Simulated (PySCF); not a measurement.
Frontier orbitals and the lowest excitations

Compound: C4H6F2OSe.
Numbering: `[F:1][CH:2]([F:3])[O:4][C@H:5]1[CH2:6][CH2:7][Se:8]1` (hydrogens: H9 on C2; H10 on C5; H11, H12 on C6; H13, H14 on C7)

Computed with TDDFT B3LYP/def2-SVPD, vertical, gas phase, core orbitals frozen in the response (PySCF). Geometry: PBE0-D3(BJ)/def2-SVP, one conformer, isolated molecule. The B3LYP/def2-SVPD calculation is non-relativistic and has no spin–orbit coupling, an omission that weighs most on selenium. Torsions of this conformer, `[F:1][CH:2]([F:3])[O:4][C@H:5]1[CH2:6][CH2:7][Se:8]1`: F1–C2–O4–C5 -170°, C2–O4–C5–C6 173°.

Frontier orbitals with the atoms that hold most of them (Löwdin shares over 4%, at most four atoms; ? is withheld):

```csv
orbital,ε (eV),atoms
LUMO+2,0.33,"Se8 53%, C5 9%, C7 8%, C2 5%"
LUMO+1,0.09,"Se8 33%, H10 11%, C7 9%, C5 8%"
LUMO,?,?
HOMO,-6.23,"Se8 74%, C7 9%, C5 8%"
HOMO-1,-7.95,?
HOMO-2,-8.86,"Se8 30%, C7 23%, O4 18%, C5 8%"
HOMO-3,-10.13,"O4 24%, C6 18%, C5 12%, C7 10%"
```

Give the leading atoms of the LUMO.

Se8 (bonded to 2 C) 56%; C5 (bonded to C, O, Se and H) 15%; C7 (bonded to C, Se and 2 H) 13%. By element: selenium 56%, carbon 28% or more.

Give the leading atoms of the HOMO-1.

Se8 (bonded to 2 C) 41%; O4 (bonded to 2 C) 19%; C5 (bonded to C, O, Se and H) 16%; C6 (bonded to 2 C and 2 H) 9%. By element: selenium 41%, carbon 25% or more, oxygen 19%.

What is the LUMO energy, and the HOMO–LUMO gap?

ε(LUMO) = -1.07 eV; the gap is 5.17 eV (0.1899 hartree).

The HOMO–LUMO gap is 5.17 eV. Where does the response calculation put the lowest singlet, and from which orbitals?

S1 is at 3.90 eV (f = 0.0002), 1.27 eV below the gap, made of HOMO→LUMO (99%). 

Give energy, strength and leading configuration of S1 and S2, and follow the Löwdin shares of the leading atoms from the occupied to the empty orbital.

- S1 (3.90 eV, f 0.0002), HOMO→LUMO (99%): Se8 74% → 56%, C7 9% → 13%, C5 8% → 15%
- S2 (5.50 eV, f 0.0072), HOMO→LUMO+1 (93%): Se8 74% → 33%, C7 9% → 9%, H10 at most 4% → 11%
